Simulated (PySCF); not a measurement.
C5H7ClF (doublet state).
Cartesian coordinates in Å at the GFN2-xTB level; atoms count from 1:
```
atom  x, y, z in Å
F1    -1.1310    0.4666    2.0079
C2    -1.1201    0.3128    0.6150
C3    -0.7200   -1.0688    0.2553
C4     0.5535   -1.0858   -0.4240
Cl5    0.2050   -1.2337   -2.2692
C6     1.1731    0.2788   -0.1598
C7    -0.0402    1.2017   -0.0077
H8    -2.1421    0.5752    0.3113
H9    -1.3345   -1.9298    0.4349
H10    1.1929   -1.9472   -0.2447
H11    1.8470    0.5963   -0.9519
H12    1.7305    0.2260    0.7771
H13    0.1652    2.0668    0.6189
H14   -0.3801    1.5407   -0.9853
```

The hyperfine couplings belong to this conformer and change with its torsions.

The species is `[C@@H]1(CC[C@H](Cl)[CH]1)F` [radical].

Computed with UKS B3LYP, pcH-1 on C Cl F H, non-relativistic, mean-field spin-orbit, GIAO (PySCF). One conformer (not necessarily the lowest) at the GFN2-xTB geometry, without solvent, vibrations or thermal averaging. A GFN2-xTB geometry isn't a minimum of the functional, and hyperfine couplings can be far from their values at a DFT geometry. Stability of the SCF solution: not tested.

Principal values of hyperfine tensors in MHz (contact, dipolar and spin–orbit terms together), for some of the nuclei:

| atom | isotope | A1 | A2 | A3 |
| --- | --- | --- | --- | --- |
| F1 | 19F | 143.79 | 148.76 | 413.08 |
| C3 | 13C | 4.51 | 5.15 | 230.64 |
| H9 | 1H | -92.45 | -59.37 | -20.48 |
| H8 | 1H | 41.33 | 44.72 | 55.04 |
| Cl5 | 35Cl | 13.28 | 14.55 | 103.80 |
| C2 | 13C | -22.57 | -21.79 | -17.31 |
| C4 | 13C | -18.64 | -13.97 | -8.99 |
| H11 | 1H | 2.23 | 2.95 | 7.49 |

Give the isotropic coupling of each nucleus in MHz and in mT (g = 2.0027), and the anisotropic part.

a_iso is a third of the trace, T = A − a_iso, and a(mT) = a(MHz)/(g × 13.996). The tensors hold a spin–orbit part: the run splits a_iso into a_FC + a_SO, and T includes its anisotropic share.

```
atom  a_iso (MHz)    a_FC   a_SO  a_iso (mT)      T1      T2      T3
  F1       235.21  234.23   0.98       8.391  -91.42  -86.45  177.87
  C3        80.10   80.11  -0.01       2.858  -75.59  -74.95  150.54
  H9       -57.44  -57.46   0.03      -2.049  -35.02   -1.94   36.96
  H8        47.03   47.04  -0.01       1.678   -5.70   -2.31    8.01
 Cl5        43.87   42.71   1.16       1.565  -30.60  -29.33   59.92
  C2       -20.55  -20.54  -0.02      -0.733   -2.01   -1.23    3.25
  C4       -13.87  -13.78  -0.08      -0.495   -4.77   -0.10    4.87
 H11         4.22    4.22   0.00       0.151   -1.99   -1.27    3.26
```

What spin density at the nucleus of H8 lies behind its contact coupling (g_N = 5.58569)?

a_FC = (2μ0/3) gₑ μB g_N μN ρ(0)/(2S·h) = 800.24 MHz × g_N × ρ(0)/(2S), with ρ in bohr⁻³. With a_FC = 47.04 MHz and 2S = 1, ρ(0) = 0.01052 bohr⁻³. In magnitude that is 3.3 % of the 1/π = 0.318 of a free hydrogen atom.

H10 (1H, g_N = 5.58569) isn't in the table. Its spin density at the nucleus is 0.008426 bohr⁻³. What is its contact coupling?

By the same relation, a_FC = 37.7 MHz. Its full tensor has the principal values 32.25, 35.20, 45.45 MHz.

Which nucleus of the table has the largest anisotropic coupling, and what is its form?

F1: -91.4, -86.5, 177.9 MHz (the dipolar term alone has -92.2, -86.7, 178.9), nearly axial, close to the ratio −1:−1:+2.

In a single crystal, with the field along each principal axis of the tensor of F1 in turn, what first-order splitting does this nucleus give (isotropic g, quadrupole terms neglected)?

2 lines (I = 1/2), spaced by |A_i|/(g × 13.996): 5.13, 5.31, 14.74 mT along the axes of A1, A2 and A3.
